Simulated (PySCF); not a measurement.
## `N#C[C@H]1CC[C@@H]1[SiH2]O`, C$_{5}$H$_{9}$NOSi

Molfile (atoms numbered from 1):
```
C5H9NOSi
     RDKit          3D

 17 17  0  0  0  0  0  0  0  0999 V2000
   -0.5472    3.2542    1.1346 N   0  0  0  0  0  0  0  0  0  0  0  0
   -0.6206    2.1422    0.8707 C   0  0  0  0  0  0  0  0  0  0  0  0
   -0.6893    0.7653    0.4934 C   0  0  1  0  0  0  0  0  0  0  0  0
   -1.6353    0.4258   -0.6773 C   0  0  0  0  0  0  0  0  0  0  0  0
   -0.5028   -0.3602   -1.3472 C   0  0  0  0  0  0  0  0  0  0  0  0
    0.5050    0.2492   -0.3534 C   0  0  2  0  0  0  0  0  0  0  0  0
    1.7349   -0.8995    0.5154 Si  0  0  0  0  0  4  0  0  0  0  0  0
    0.7638   -1.9720    1.2598 O   0  0  0  0  0  0  0  0  0  0  0  0
   -0.8748    0.1501    1.3760 H   0  0  0  0  0  0  0  0  0  0  0  0
   -1.9301    1.3116   -1.2385 H   0  0  0  0  0  0  0  0  0  0  0  0
   -2.5255   -0.1389   -0.4071 H   0  0  0  0  0  0  0  0  0  0  0  0
   -0.6146   -1.4355   -1.2242 H   0  0  0  0  0  0  0  0  0  0  0  0
   -0.3257   -0.1409   -2.3983 H   0  0  0  0  0  0  0  0  0  0  0  0
    1.0311    1.0914   -0.8067 H   0  0  0  0  0  0  0  0  0  0  0  0
    2.5292   -0.1620    1.4971 H   0  0  0  0  0  0  0  0  0  0  0  0
    2.5877   -1.5660   -0.4694 H   0  0  0  0  0  0  0  0  0  0  0  0
    1.1073   -2.7028    1.7651 H   0  0  0  0  0  0  0  0  0  0  0  0
  1  2  3  0
  2  3  1  0
  3  4  1  0
  4  5  1  0
  5  6  1  0
  6  7  1  0
  7  8  1  0
  6  3  1  0
  3  9  1  1
  4 10  1  0
  4 11  1  0
  5 12  1  0
  5 13  1  0
  6 14  1  6
  7 15  1  0
  7 16  1  0
  8 17  1  0
M  END
```

Computed, not measured: TDDFT B3LYP/def2-SVPD circular dichroism and optical rotation, one conformer, gas phase in PySCF. Geometry: GFN2-xTB.

The molecule is flexible and this is one conformer; a measurement averages over conformers.

Stereocentres: C3 R, C6 S.

Q: Give the optical rotatory dispersion at 633, 589.3, 546, 436, 405, 365, 355 nm.

A: [α] in deg dm⁻¹ (g/mL)⁻¹:
```
λ (nm)  origin-invariant length gauge  modified velocity gauge  length gauge (centre of mass)  isotropic polarisability (au)
   633                         +163.2                   +165.3                         +163.2                           90.6
 589.3                         +191.6                   +193.9                         +191.5                           90.9
   546                         +227.9                   +230.8                         +227.9                           91.4
   436                         +390.7                   +395.2                         +390.7                           93.1
   405                         +471.5                   +476.8                         +471.5                           93.8
   365                         +623.1                   +629.7                         +623.2                           95.2
   355                         +673.5                   +680.5                         +673.6                           95.6
```

Q: And for the mirror image at 589.3 nm?

A: -191.6 deg dm⁻¹ (g/mL)⁻¹ (origin-invariant length gauge): the same size and the opposite sign.

Q: What is the molar rotation [Φ] = [α]·M/100 of the geometry above at 589.3 nm?

A: With M = 127.22 g/mol, +243.7 deg cm² dmol⁻¹ (origin-invariant length gauge).

The first excitation lies at 6.75 eV (184 nm) with R = +20.4 × 10⁻⁴⁰ esu² cm² (velocity form).
